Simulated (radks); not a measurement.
Coulomb parameter of the 3d shell of neutral nickel in the model configuration [Ar] 3d6.5 4s2 4p1.5, as a second difference U = [E(n + 0.25) + E(n - 0.25) - 2 E(n)] / (0.25)^2 with all orbitals relaxed. "Bare": the charge of the atom changes with n. "Screened": the 4p shell takes up the change at fixed total charge, which measures U(3d,3d) + U(4p,4p) - 2 U(3d,4p). All-electron calculation, scalar-relativistic Kohn-Sham, PBEsol, spin-unpolarised, spherical densities, finite nucleus; Fermi nuclear charge, rms radius 3.7757 fm. Program: a radial shooting solver on a logarithmic mesh with Libxc functionals.

start: configuration [Ar] 3d6.5 4s2 4p1.5; E - E(n) (eV) 0.000
bare +0.25: configuration [Ar] 3d6.75 4s2 4p1.5; E - E(n) (eV) -4.573
bare -0.25: configuration [Ar] 3d6.25 4s2 4p1.5; E - E(n) (eV) 5.507
screened +0.25: configuration [Ar] 3d6.75 4s2 4p1.25; E - E(n) (eV) -4.010
screened -0.25: configuration [Ar] 3d6.25 4s2 4p1.75; E - E(n) (eV) 4.431

U(bare) = 14.954 eV, U(screened by 4p) = 6.731 eV, against the Slater integral F0(3d,3d) = 28.096 eV with frozen orbitals. The step up makes a negative ion, whose loosely bound charge lowers the bare value.
